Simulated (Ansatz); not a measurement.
Reaction (formal exchange of groups at a B–Zn bond): `C[SiH2][BH][ZnH]` + `O=CCCl` → `C[SiH2]BCl` + `O=C[CH2][ZnH]`

Isolated molecules relaxed with PBE0-D4/def2-TZVP in Ansatz; ΔE leaves out vibrations. CCSD(T)/CBS adds triple-zeta CCSD(T) − MP2 to the extrapolated MP2 energy (def2 sets, frozen cores). DFT in def2-TZVPP. For Zn outer-core shells are correlated without core-valence functions, which leaves a few kJ/mol of doubt a bond. Scalar relativity is left out up to krypton. One conformer a species, not always the lowest.

```json
{"level": "PBE0-D4", "ΔE (kJ/mol)": "-191.8"}
{"level": "ωB97M-V", "ΔE (kJ/mol)": "-190.8"}
{"level": "r2SCAN", "ΔE (kJ/mol)": "-198.8"}
{"level": "SCS-MP2/def2-TZVPP", "ΔE (kJ/mol)": "-195.9"}
```

What does CCSD(T)/CBS give? (An estimate is asked.)

Ansatz gave: -190.9 kJ/mol. The listed levels differ from it by -0.9, 0.1, -7.9, -5.0 kJ/mol.

Largest T1 diagnostic among the species: 0.016.

In def2-TZVPP, CCSD(T) changes the Hartree–Fock value by −6.3 kJ/mol (the triples alone add −2.3 kJ/mol) and MP2 by −18.9 kJ/mol.
